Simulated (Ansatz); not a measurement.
Geometry optimisation, RKS PBE-D4/def2-SVP (Ansatz 0.2.0).

The input (input.yaml):

```yaml
crystal:
  periodic: [false, false, false]
  atoms:
    - { symbol: O, position_ang: [-1.5871, -0.73764, 0.81204] }
    - { symbol: Si, position_ang: [-0.76476, -0.20069, -0.50071] }
    - { symbol: Al, position_ang: [1.51502, 0.39688, 0.11243] }
    - { symbol: Cl, position_ang: [2.05926, 1.98944, 1.23776] }
    - { symbol: H, position_ang: [-1.6176, -0.24717, 1.62737] }
    - { symbol: H, position_ang: [-1.55558, 0.89838, -1.11809] }
    - { symbol: H, position_ang: [-0.95292, -1.369, -1.37873] }
    - { symbol: H, position_ang: [2.72922, -0.45745, -0.40917] }
basis:
  gaussian: { orbitals: def2-SVP }
hamiltonian:
  xc: pbe
  dispersion: d4
relax:
  f_tol: 0.015
  max_steps: 40
output:
  orbitals: {}
```

Run as:

```bash
$ ansatz run input.yaml --threads 1 --pin off --max-ram 2048MiB --backend cpu --events-out ev --progress --plain --runs-dir out
```

Problem. Where does it end, and by what steps?

Solution. The forces met the threshold. The force dipped under the threshold on the way, but the program's further checks kept it going. After 18 steps the energy has fallen by 0.376 eV; Cl4 moved furthest, 1.24 Å.

```json
{"step": "0", "energy less start (eV)": "0.0000", "largest force component (eV/Å)": "1.550", "accepted": "yes"}
{"step": "1", "energy less start (eV)": "-0.2576", "largest force component (eV/Å)": "0.724", "accepted": "yes"}
{"step": "2", "energy less start (eV)": "-0.2870", "largest force component (eV/Å)": "0.366", "accepted": "yes"}
{"step": "3", "energy less start (eV)": "-0.3010", "largest force component (eV/Å)": "0.195", "accepted": "yes"}
{"step": "4", "energy less start (eV)": "-0.3112", "largest force component (eV/Å)": "0.174", "accepted": "yes"}
{"step": "5", "energy less start (eV)": "-0.3217", "largest force component (eV/Å)": "0.248", "accepted": "yes"}
{"step": "6", "energy less start (eV)": "-0.3289", "largest force component (eV/Å)": "0.244", "accepted": "yes"}
{"step": "7", "energy less start (eV)": "-0.3369", "largest force component (eV/Å)": "0.205", "accepted": "yes"}
{"step": "8", "energy less start (eV)": "-0.3438", "largest force component (eV/Å)": "0.179", "accepted": "yes"}
{"step": "9", "energy less start (eV)": "-0.3571", "largest force component (eV/Å)": "0.329", "accepted": "yes"}
{"step": "10", "energy less start (eV)": "-0.3648", "largest force component (eV/Å)": "0.298", "accepted": "yes"}
{"step": "11", "energy less start (eV)": "-0.3705", "largest force component (eV/Å)": "0.162", "accepted": "yes"}
{"step": "12", "energy less start (eV)": "-0.3738", "largest force component (eV/Å)": "0.103", "accepted": "yes"}
{"step": "13", "energy less start (eV)": "-0.3750", "largest force component (eV/Å)": "0.068", "accepted": "yes"}
{"step": "14", "energy less start (eV)": "-0.3753", "largest force component (eV/Å)": "0.040", "accepted": "yes"}
{"step": "15", "energy less start (eV)": "-0.3758", "largest force component (eV/Å)": "0.009", "accepted": "yes"}
{"step": "16", "energy less start (eV)": "-0.3759", "largest force component (eV/Å)": "0.012", "accepted": "yes"}
{"step": "17", "energy less start (eV)": "-0.3759", "largest force component (eV/Å)": "0.016", "accepted": "yes"}
{"step": "18", "energy less start (eV)": "-0.3759", "largest force component (eV/Å)": "0.008", "accepted": "yes"}
```

```xyz
8
Properties=species:S:1:pos:R:3
O -1.631 -0.240 0.950
Si -0.845 -0.303 -0.547
Al 1.498 0.263 -0.056
Cl 1.544 1.098 1.920
H -1.154 0.309 1.602
H -1.443 0.659 -1.551
H -1.041 -1.683 -1.117
H 2.898 0.169 -0.817
```

Run time: 50 s on 1 thread of Arm Neoverse V2 (shared host), peak memory 0.15 GiB.
